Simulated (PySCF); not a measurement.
Electron correlation in Tc²⁺ (technetium, charge +2)

[Kr] 4d4 5p1, one real determinant (an excited configuration). Calculation: PySCF 2.14, in x2c-TZVPPall; scalar relativity by spin-free X2C-1e. Frozen: [Ar] 3d10; 13 electrons correlated.

```json
{"level": "CCSD", "correlation energy (mhartree)": "-335.98"}
{"level": "(T)", "correlation energy (mhartree)": "-7.50"}
{"level": "CCSD(T)", "correlation energy (mhartree)": "-343.48"}
```

Diagnostics: T1 = 0.0066, D1 = 0.0298, largest double amplitude 0.030.

The real determinant used has ⟨L²⟩ near 8 against 12 for a pure F term, so it mixes terms.

Cost of the coupled-cluster step: roughly 30 core-seconds, for 13 correlated electrons.

Iterations:

```
CC2 = 0
CCSD nocc = (np.int64(9), np.int64(4)), nmo = (65, 65)
frozen orbitals [[0, 1, 2, 3, 4, 5, 6, 7, 8, 9, 10, 11, 12, 13], [0, 1, 2, 3, 4, 5, 6, 7, 8, 9, 10, 11, 12, 13]]
max_cycle = 100
direct = 0
conv_tol = 1e-08
conv_tol_normt = 1e-06
diis_space = 8
diis_start_cycle = 0
Init t2, MP2 energy = -0.323562602341308
Init E_corr(UCCSD) = -0.323562602345112
cycle = 1  E_corr(UCCSD) = -0.331790691915321  dE = -0.00822808957  norm(t1,t2) = 0.0328769
cycle = 2  E_corr(UCCSD) = -0.335165817446698  dE = -0.00337512553  norm(t1,t2) = 0.00931003
cycle = 3  E_corr(UCCSD) = -0.335991955695244  dE = -0.000826138249  norm(t1,t2) = 0.00456222
cycle = 4  E_corr(UCCSD) = -0.335972769594006  dE = 1.91861012e-05  norm(t1,t2) = 0.0022876
cycle = 5  E_corr(UCCSD) = -0.335896925554602  dE = 7.58440394e-05  norm(t1,t2) = 0.0017357
cycle = 6  E_corr(UCCSD) = -0.335985567840495  dE = -8.86422859e-05  norm(t1,t2) = 0.00100375
cycle = 7  E_corr(UCCSD) = -0.335991222158885  dE = -5.65431839e-06  norm(t1,t2) = 0.00272285
cycle = 8  E_corr(UCCSD) = -0.335983956002771  dE = 7.26615611e-06  norm(t1,t2) = 0.000819523
cycle = 9  E_corr(UCCSD) = -0.335980994213185  dE = 2.96178959e-06  norm(t1,t2) = 0.000515212
cycle = 10  E_corr(UCCSD) = -0.335974461694397  dE = 6.53251879e-06  norm(t1,t2) = 0.000167689
cycle = 11  E_corr(UCCSD) = -0.335976151093504  dE = -1.68939911e-06  norm(t1,t2) = 1.31407e-05
cycle = 12  E_corr(UCCSD) = -0.335975852340255  dE = 2.98753249e-07  norm(t1,t2) = 4.16251e-06
cycle = 13  E_corr(UCCSD) = -0.335975857184642  dE = -4.84438706e-09  norm(t1,t2) = 9.77984e-07
UCCSD converged
E(UCCSD) = -4282.243157118298  E_corr = -0.3359758571846423
UCCSD(T) correction = -0.00750084668413379
```

The reference is one real determinant that mixes LS terms of this configuration.

This basis was not built for core-valence correlation, so the inner-shell part is incomplete.
